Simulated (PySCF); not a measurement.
From one molecule to another.

First species: C2H6GeO2.
InChI=1S/C2H6GeO2/c1-2-5-3-4-1/h1-3H2

Second species: C2H5BS2.
Geometry (PBE0-D3(BJ)/def2-SVP, Å), atoms numbered from 1 in this order:
```xyz
10
C2H5BS2 angstrom
B      1.796    0.052   -0.065
S      0.849   -1.166   -0.966
C     -0.749   -0.754   -0.167
C     -0.778    0.712    0.210
S      0.844    1.216    0.900
H      2.996    0.086   -0.106
H     -0.851   -1.396    0.721
H     -1.560   -1.003   -0.868
H     -0.975    1.346   -0.669
H     -1.553    0.916    0.963
```

Levels: CAM-B3LYP/def2-SVPD for dipole moment, HOMO energy, LUMO energy, HOMO–LUMO gap, static isotropic polarisability and electronic spatial extent ⟨r²⟩ about the centre of nuclear charge; TDDFT CAM-B3LYP/def2-SVPD for lowest singlet excitation; TDA CAM-B3LYP/def2-SVPD for lowest triplet excitation (Tamm–Dancoff); ΔSCF CAM-B3LYP/def2-SVPD for vertical ionisation energy; PBE0-D3(BJ)/def2-SVP for rotational constant A and rotational constant C. Geometries: PBE0-D3(BJ)/def2-SVP. Each species is one conformer at its optimised geometry, gas phase, non-relativistic unless stated; the electronic structure was computed with PySCF and density fitting.

Values for the first species:

| Item | Value |
| --- | --- |
| Dipole moment | 0.05 D |
| HOMO energy | -9.26 eV |
| LUMO energy | 0.77 eV |
| HOMO–LUMO gap | 10.03 eV |
| Lowest singlet excitation | 6.69 eV |
| Lowest triplet excitation (Tamm–Dancoff) | 6.31 eV |
| Static isotropic polarisability | 57.6 au |
| Vertical ionisation energy | 10.15 eV |
| Electronic spatial extent ⟨r²⟩ about the centre of nuclear charge | 548 bohr² |
| Rotational constant A | 6.314 GHz |
| Rotational constant C | 2.321 GHz |

**Question.** Estimate the same properties for the second species, and the change in each.

**Answer.** 
```csv
property,first,second,second less first
dipole moment,0.05 D,2.28 D,+2.23 D
HOMO energy,-9.26 eV,-8.23 eV,+1.03 eV
LUMO energy,0.77 eV,0.29 eV,-0.48 eV
HOMO–LUMO gap,10.03 eV,8.52 eV,-1.51 eV
lowest singlet excitation,6.69 eV,5.31 eV,-1.38 eV
lowest triplet excitation (Tamm–Dancoff),6.31 eV,4.34 eV,-1.97 eV
static isotropic polarisability,57.6 au,75.2 au,+17.6 au
vertical ionisation energy,10.15 eV,9.08 eV,-1.07 eV
electronic spatial extent ⟨r²⟩ about the centre of nuclear charge,548 bohr²,597 bohr²,+49 bohr²
rotational constant A,6.314 GHz,5.659 GHz,-0.655 GHz
rotational constant C,2.321 GHz,2.055 GHz,-0.266 GHz
```

On the first: S1 lies 3.34 eV below the HOMO–LUMO gap; its leading configuration is HOMO−1→LUMO, weight 0.90. The vertical singlet–triplet gap S1 − T1 is 0.38 eV (TDDFT singlet less Tamm–Dancoff triplet; S1: HOMO−1→LUMO, weight 0.90; T1: HOMO−1→LUMO, weight 0.83). Relativistic effects, spin–orbit coupling among them, are left out although an element past zinc is present.

On the second: The principal polarisabilities are 58.4, 81.1 and 85.9 au; their mean is the isotropic value. The 10 singlets span 5.31 to 7.60 eV, and their oscillator strengths add up to 0.30.
